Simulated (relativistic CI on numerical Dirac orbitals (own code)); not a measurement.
**Ho XLIV: q coefficients and field-shift factors**

Computed by Dirac-Coulomb-Breit CI, separate exchange-only KLI orbitals for each configuration, derivatives by finite differences, unscaled Slater integrals, QED left out (own radial code, finite nucleus).

Configurations in the expansion (outside the closed core [Ne]): 3s2 3p6 3d6, 3s2 3p5 3d7, 3s2 3p4 3d8, 3s 3p6 3d7, 3p6 3d8, 3s 3p5 3d8, 3s2 3p6 3d5 4s, 3s2 3p6 3d5 4p. Levels of other configurations are missing.

With x = (α/α₀)² − 1 an excitation energy changes as ω = ω₀ + qx; K = 2q/ω₀ is the relative enhancement. Terms are leading LS components, so labels can repeat. The field-shift factor is F = δν/δ⟨r²⟩ for the transition from the lowest level.

Lowest level 3s2 3p6 3d6 3F_4.

```
           Level  ω₀ (cm⁻¹)  q (cm⁻¹)      K  F (GHz/fm²)
3s2 3p6 3d6 3P_2      52583      6589  0.251       -0.294
3s2 3p6 3d6 3P_0     164854     53060  0.644         1.21
3s2 3p6 3d6 5D_3     295388    353700    2.4         6.02
3s2 3p6 3d6 5D_4     314490    327100   2.08         5.83
3s2 3p6 3d6 5D_1     327884    358400   2.19         6.04
3s2 3p6 3d6 3G_5     372715    327900   1.76         6.05
3s2 3p6 3d6 3H_6     373718    325100   1.74         6.17
3s2 3p6 3d6 3F_2     416178    340200   1.63         5.57
3s2 3p6 3d6 3D_3     426083    344400   1.62         6.17
3s2 3p6 3d6 3P_0     501720    318700   1.27         5.72
3s2 3p6 3d6 3D_2     517843    384200   1.48         7.05
3s2 3p6 3d6 1G_4     519806    361800   1.39         6.93
3s2 3p6 3d6 3P_1     524815    365500   1.39         6.64
3s2 3p6 3d6 3F_3     545536    341000   1.25         6.47
3s2 3p6 3d6 5D_2     636734    682800   2.14         11.4
3s2 3p6 3d6 5D_0     659379    681100   2.07           12
3s2 3p6 3d6 3H_4     684864    677600   1.98         11.8
3s2 3p6 3d6 3D_3     711602    669400   1.88         11.6
3s2 3p6 3d6 3H_5     715576    679400    1.9         12.2
3s2 3p6 3d6 1I_6     742950    670500    1.8         12.4
3s2 3p6 3d6 3G_3     759791    691600   1.82         12.2
3s2 3p6 3d6 3P_1     786495    664000   1.69         11.5
3s2 3p6 3d6 1G_4     800779    664000   1.66           12
```

At this charge energies of transitions that change n are usually good to better than 1 %, and those within a shell (Δn = 0) to a few per cent.
